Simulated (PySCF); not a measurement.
# Cd²⁺ (cadmium, charge +2) across methods

[Kr] 4d10, closed-shell 1S. Computed with PySCF 2.14 in aug-cc-pwCVTZ-PP with ECP28MDF, with a scalar-relativistic core potential.

```tsv
method	E (hartree)	mean ε 4s (eV)	mean ε 4p (eV)	mean ε 4d (eV)	Σ⟨r²⟩ (bohr²)	⟨S²⟩
PBE	-166.7689	-127.21	-86.800	-30.288	27.03	0.000
LDA	-166.4474	-127.23	-86.858	-30.544	27.17	0.000
PBE0	-166.7783	-133.08	-91.467	-32.481	26.83	0.000
BLYP	-166.7279	-127.26	-86.788	-30.217	27.13	0.000
B3LYP	-166.8274	-132.11	-90.681	-32.143	26.96	0.000
CAM-B3LYP	-166.7414	-134.13	-92.737	-34.035	26.98	0.000
r2SCAN	-166.8282	-130.32	-88.933	-30.577	26.77	0.000
UHF	-165.99741	-149.62	-104.42	-38.032	26.51	0.000
```

Energies and moments cover only the electrons outside the core potential.
